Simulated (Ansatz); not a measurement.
Ansatz (a first-principles code) input (CCSD(T)/def2-SVPD):

Ansatz 0.2 input:
```yaml
crystal:
  periodic: [false, false, false]
  atoms:
    - {symbol: Zn, position_ang: [0.00000000, 0.00000000, 0.00000000]}
    - {symbol: H, position_ang: [0.00000000, 0.00000000, 1.65578858]}
    - {symbol: H, position_ang: [-0.00000000, -0.00000000, -1.65578858]}
basis:
  gaussian:
    orbitals: def2-SVPD
total_charge: 1
magnetization: {spin_polarized: true, initial_magnetization: 1}
correlation: {method: ccsd_t, electrons: outside_noble_gas}
output: {forces: true}
```

End of the output:

```
cycle   4  -7.85558453 eV  change   -4.8e-4 eV  update   2.0e-4
cycle   5  -7.85607528 eV  change   -4.9e-4 eV  update   7.6e-5
cycle   6  -7.85611520 eV  change   -4.0e-5 eV  update   2.4e-5
cycle   7  -7.85613636 eV  change   -2.1e-5 eV  update   6.1e-6
cycle   8  -7.85612930 eV  change    7.1e-6 eV  update   1.6e-6
cycle   9  -7.85612891 eV  change    3.9e-7 eV  update   5.8e-7
cycle  10  -7.85612939 eV  change   -4.8e-7 eV  update   2.2e-7
coupled cluster: 0.12 GiB planned
perturbative correction -0.22456582 eV, -0.0082526416 hartree
the calculation of the forces begins
Total energy: -48399.03761265 eV, -1778.6318262189 hartree
Atom 0 at     0.000000     0.000000     0.000000 Å, force    -0.000000    -0.000000     0.000000 eV/Å
Atom 1 at     0.000000     0.000000     1.655789 Å, force    -0.000000     0.000000     0.094022 eV/Å
Atom 2 at    -0.000000    -0.000000    -1.655789 Å, force     0.000000    -0.000000    -0.094022 eV/Å
Dipole moment:    -0.000000     0.000000    -0.000000 e Å
```

The spin state was set by rule; other spins were not relaxed.

The determinant is spin-contaminated: <S^2> is 0.90 against 0.75 for a pure state.
